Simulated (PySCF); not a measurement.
## Excited states of Ca¹⁶⁺ (calcium, charge +16)

Ground state [He] 2s2, ¹S. Computed with PySCF 2.14 in an even-tempered Gaussian basis (19 s from 0.496 bohr⁻², ratio 2.5; 10 p from 0.658 bohr⁻², ratio 2.7; 8 d from 0.711 bohr⁻², ratio 2.7; 4 f from 22 bohr⁻², ratio 2.7), with the spin-free X2C one-electron Hamiltonian (Gaussian nucleus). Vertical excitation energies in eV without spin-orbit coupling; excited terms of each kind are numbered among those the solver found. Frozen: nothing.

| term | leading excitation | EOM-EE-CCSD |
| --- | --- | --- |
| 1 3P° | 2s → p | 35.269 |
| 1 1P° | 2s → p | 64.290 |

Only the lower part of the computed list is shown. Doubly excited terms such as np² are absent. The solver can miss terms. The 12 highest virtual orbitals were dropped.
